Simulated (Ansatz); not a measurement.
`CCCCCCCCCC[S][Cu]`. Charge 0, multiplicity 1. Geometry r2SCAN-D4/def2-SVP, basis def2-TZVP, Ansatz.

```
run  HOMO (eV)  LUMO (eV)
  A      -5.75      -2.28
  B      -4.66      -3.15
  C      -4.80      -2.92
  D      -6.70      -1.58
  E      -4.56      -3.14
```

The runs used BHLYP, BLYP, PBE, PBE0, r2SCAN. Estimate which is which.

A PBE0 (25 % exact exchange); B PBE (0 % exact exchange); C r2SCAN (0 % exact exchange); D BHLYP (50 % exact exchange); E BLYP (0 % exact exchange). Exact exchange lowers occupied and raises empty levels; among semilocal functionals meta-GGAs tend to open the gap a little, and such runs are hard to tell apart. The gap grows from 1.41 eV (BLYP) to 5.12 eV (BHLYP).
